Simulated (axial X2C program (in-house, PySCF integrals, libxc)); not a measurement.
**Worked dissociation energy of TiGe: CCSD(T), spin-free**

Computed with an axial X2C code built on PySCF integrals. Spin-free means the one-electron spin-free X2C Hamiltonian. Basis: Ge dyall-cv3z [9s9p7d4f1g], Ti dyall-cv3z [10s10p6d4f2g] (cores contracted in-house); Gaussian nuclei, density fitting, unrestricted open shells. Masses: Ge 73.921 u, Ti 47.948 u.

Molecular state: M_S = 2, Λ = 2 (beyond evenly filled blocks: σα, π+α, π-α, δ+α).

Correlated methods: 8 electrons correlated (number of frozen shells: Ge 3 s, 2 p, 1 d; Ti 3 s, 2 p), 318 virtual spin orbitals or spinors in MP2, 90 natural virtuals in coupled cluster.

| Quantity | Value |
| --- | --- |
| E(Ge) (2M_S = 2, M_L = 0) | -2097.184785 hartree |
| E(Ti) (2M_S = 2, M_L = 2) | -852.815282 hartree |
| E(TiGe) at Re | -2950.057260 hartree |
| ωe | 250.2 cm⁻¹ |
| ωexe | 0.941 cm⁻¹ |

Work out De and D0.

De = -2097.184785 + (-852.815282) − (-2950.057260) = 0.05719 hartree = 1.556 eV. The zero-point energy is ωe/2 − ωexe/4 = 125 cm⁻¹ = 0.015 eV, so D0 = 1.541 eV.

One determinant describes the state; a PBE0 search over occupations chose it and may have missed a lower one. Dissociation energies refer to the lowest single-determinant-based atoms at the same level and basis. Coupled cluster ran in a truncated set of natural virtual spinors; the MP2 energy of the rest was added. (T) has no such correction and the atoms are truncated less, which lowers De at CCSD(T) by a hundredth of an eV or more. PBE0 can misorder states that lie within some tenths of an eV, so this need not be the ground state of the molecule. The nearest other spin-free determinant of the search, M_S = 1, Λ = 4, lies 0.65 eV up at the distance of the search. The outer-core s and p shells of the metal are frozen in the correlated rows, which leaves out core–valence correlation; for alkali and alkaline-earth bonds that tends to lengthen them. The T1 diagnostic is large, a sign of multireference character. With the outer-core shells frozen, correlated bond lengths of heavy atoms tend to come out a few hundredths of an ångström too long. Spin-free De lacks the spin–orbit lowering of the heavy p-block atom, a tenth of an eV or more for 4p and 5p, up to an eV for 6p and one to two eV for 7p atoms, less what an open-shell molecule gains itself.

Each atomic determinant is the lowest at this level and need not be a pure term. Totals compare only within one Hamiltonian and basis.
